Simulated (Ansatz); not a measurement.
Ansatz (a program for electronic structure) input (CCSD(T)/cc-pV(T+d)Z):
A basis named .json is the Basis Set Exchange file of that set.

Ansatz 0.2 input:
```yaml
crystal:
  periodic: [false, false, false]
  atoms:
    - {symbol: F, position_ang: [1.07736465, -0.18940377, -0.01041724]}
    - {symbol: Al, position_ang: [-0.55295500, 0.09721106, 0.00534662]}
    - {symbol: H, position_ang: [-1.49630049, -1.15761885, 0.00183090]}
    - {symbol: H, position_ang: [-1.01156631, 1.59850897, 0.02241813]}
basis:
  gaussian:
    orbitals: cc-pV_T+d_Z.json
magnetization: {spin_polarized: false}
correlation: {method: ccsd_t, electrons: outside_noble_gas}
```

End of the output:

```
integrals: 0.10 GiB planned
571 factors; integrals over basis functions are off by at most 1.2e-3 eV
0.59 GiB of device memory are held for the factors and their scratch space
mean field: 0.18 GiB planned
mean field evaluation 1: about -9321.7868 eV, gradient 3.0e1 eV
mean field evaluation 2: about -9321.7895 eV, gradient 3.0e1 eV
mean field evaluation 4: about -9323.5302 eV, gradient 1.5e0 eV
mean field evaluation 8: about -9323.5439 eV, gradient 2.6e-4 eV
mean field evaluation 16: about -9323.5436 eV, gradient 2.8e-1 eV
mean field -9323.54388842 eV, -342.6339181744 hartree, gradient 2.3e-6 eV, S^2 0.000000; 0 other end points of the search recorded, 0 dependent functions left out
6 core orbitals not correlated
reference -9323.54388842 eV, -342.6339181744 hartree; 6, 6 occupied and 85, 85 virtual orbitals, 571 factors
second order -9.24959523 eV of doubles, -0.00000000 eV of singles
coupled cluster: 1.29 GiB planned
cycle   1  -9.34069628 eV  change   -9.1e-2 eV  update   7.1e-2
cycle   2  -9.57579105 eV  change   -2.4e-1 eV  update   2.2e-2
cycle   3  -9.64202911 eV  change   -6.6e-2 eV  update   1.2e-2
cycle   4  -9.63300227 eV  change    9.0e-3 eV  update   2.6e-3
cycle   5  -9.63249152 eV  change    5.1e-4 eV  update   1.2e-3
cycle   6  -9.63329211 eV  change   -8.0e-4 eV  update   3.4e-4
cycle   7  -9.63315611 eV  change    1.4e-4 eV  update   1.2e-4
cycle   8  -9.63311062 eV  change    4.5e-5 eV  update   3.1e-5
cycle   9  -9.63312302 eV  change   -1.2e-5 eV  update   1.1e-5
perturbative correction -0.23959969 eV, -0.0088051261 hartree
Total energy: -9333.41661112 eV, -342.9967340418 hartree
```
